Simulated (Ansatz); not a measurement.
A structure relaxed at r2SCAN-D4/def2-TZVP in Ansatz, charge 1, doublet:

Cartesian coordinates in Å:
```
Zn 0.277 0.179 1.444
Zn -1.144 -0.665 -0.665
Se 0.866 0.486 -0.778
```

Problem. Give its formula and point group.

Solution. the cluster Zn₂Se⁺. Point group C2v (tolerance 0.1 Å).

Problem. Summarise the bond lengths by kind (pairs closer than 1.2 times the sum of covalent radii, bridged metal pairs left out).

Solution. 2 × Se–Zn 2.32 Å.

The relaxation made no stability test and no search for a lower SCF solution. Another isomer (doublet) lies 0.08 eV lower at PBE0-D4/def2-TZVP; other spin states weren't run for this one.
